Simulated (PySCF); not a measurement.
Electronic structure of B²⁺ (boron, charge +2) at the UHF level

Configuration: [He] 2s1, 2S determinant. Calculation: PySCF 2.14, in jorge-DZP-DKH; scalar relativity by spin-free X2C-1e.

```
Total energy                        : -23.380632 hartree
One-electron energy                 : -27.7477 hartree
Hartree (Coulomb) energy            : 7.5977 hartree
Exchange energy                     : -3.2306 hartree
⟨S²⟩                                : 0.7500
⟨L²⟩                                : 0.000
Sum of ⟨r⟩                          : 2.289 bohr
Sum of ⟨r²⟩                         : 3.427 bohr²
Langevin diamagnetic susceptibility : -2.71 ×10⁻⁶ cm³/mol
Time after the integrals            : 0.03 s of wall time on 1 thread of Neoverse-V2 (shared host)
```

```csv
shell,electrons,mean orbital energy (hartree),"rms radius, mean of both spins (bohr)"
1s α,1,-8.84327,0.377
1s β,1,-8.78077,0.377
2s α,1,-1.38946,1.77
```
